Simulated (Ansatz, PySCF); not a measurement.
H₄HfO₃, SMILES [OH][HfH]([OH])[OH], multiplicity 1. Atoms are numbered in the order given.

```xyz
8

Hf     0.0045     0.2216     0.0127
O      0.9309     0.7890    -1.5846
H      1.3694     1.1985    -2.3307
O      0.9574     0.6101     1.6476
H      1.4088     0.9351     2.4268
O     -1.8592     0.7283     0.0561
H     -2.7371     1.1091     0.0845
H     -0.0155    -1.6370    -0.0900
```

Geometry optimised at B3LYP-D3(BJ)/def2-SVP. The spin state was assumed, not searched. The structure was generated by enumeration; whether it is a known compound was not checked. The def2 effective core potentials stand for the cores of Hf; spin–orbit coupling is left out. One conformer was computed; it need not be the lowest.

Two levels are set side by side: PBE-D3(BJ)/def2-SVP (Ansatz, a program for electronic structure) and B3LYP-D3(BJ)/def2-SVP (Ansatz). Each level has its own optimised geometry; the coordinates shown are those of the second. Frequencies come from the Hessian of PySCF at each geometry. Differences are taken from unrounded values.

| quantity | B3LYP-D3(BJ) | PBE-D3(BJ) | PBE-D3(BJ) minus B3LYP-D3(BJ) |
|---|---|---|---|
| mean bond length (Å) | 1.504 | 1.509 | 0.004 |
| bond Hf1–O2 (Å) | 1.932 | 1.933 | 0.001 |
| bond Hf1–O4 (Å) | 1.932 | 1.933 | 0.001 |
| bond Hf1–O6 (Å) | 1.932 | 1.933 | 0.001 |
| bond Hf1–H8 (Å) | 1.862 | 1.867 | 0.005 |
| bond O2–H3 (Å) | 0.957 | 0.965 | 0.007 |
| bond O4–H5 (Å) | 0.957 | 0.965 | 0.007 |
| bond O6–H7 (Å) | 0.957 | 0.965 | 0.007 |
| highest harmonic wavenumber (cm⁻¹) | 3988 | 3890 | -98 |
| mean harmonic wavenumber (cm⁻¹) | 1067 | 1033 | -35 |
| zero-point energy (kcal/mol) | 27.46 | 26.57 | -0.89 |
